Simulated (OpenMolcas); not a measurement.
# Tl²⁺: effect of the basis set

```json
{
  "Program": "OpenMolcas",
  "Method": "SS-CASPT2, IPEA 0.25 Eh, imaginary shift 0.1 Eh (closed shells correlated: 5d)",
  "Active space": "1 electron in 4 orbitals (6s 6p)",
  "State averaging": "2S+1 = 2 even, 1 root; 2S+1 = 2 odd, 3 roots",
  "Spin-orbit coupling": "RASSI with atomic mean-field integrals over the reference wave functions, term energies averaged over their components"
}
```

A. ANO-RCC-VDZP [7s6p4d2f1g], DKH2, point nucleus; CASPT2 step of the order of 0.9 core-seconds
B. ANO-R2 [8s7p5d3f1g], X2C, finite nucleus; CASPT2 step of the order of 1.1 core-seconds
C. ANO-RCC-VTZP [8s7p5d3f2g], X2C, point nucleus; CASPT2 step of the order of 1.5 core-seconds
D. ANO-RCC-VTZP [8s7p5d3f2g], DKH2, point nucleus; CASPT2 step of the order of 1.3 core-seconds
E. ANO-R3 [9s8p7d3f2g1h], X2C, finite nucleus; CASPT2 step roughly 2.3 core-seconds
F. ANO-RCC-VQZP [9s8p6d4f3g], DKH2, point nucleus; CASPT2 step roughly 1.9 core-seconds

Energies in cm⁻¹ above 6s ²S_1/2, the measured ground level; measured values from Moore, Atomic Energy Levels, vol. III, NSRDS-NBS 35 (1971 reprint of NBS Circular 467, 1958).

```json
{"Level": "6s ²S_1/2", "A": "0.0", "B": "0.0", "C": "0.0", "D": "0.0", "E": "0.0", "F": "0.0", "Measured": "0.0"}
{"Level": "6p ²P°_1/2", "A": "68464", "B": "68570", "C": "68196", "D": "67875", "E": "67261", "F": "67144", "Measured": ""}
{"Level": "6p ²P°_3/2", "A": "81734", "B": "79251", "C": "78988", "D": "78665", "E": "79351", "F": "78562", "Measured": "78970"}
```

Among A to F the level of the table that moves most is 6p ²P°_3/2, by 3200 cm-1 (lowest in F, highest in A).

Spin-orbit splittings of 6p shells tend to come out small when the coupling is added on scalar orbitals. With one active electron, CASPT2 adds the correlation within the correlated inactive shells and between them and that electron, and leaves the splitting within a term as the reference gives it. Levels of configurations outside the active space are missing.

° marks odd parity.
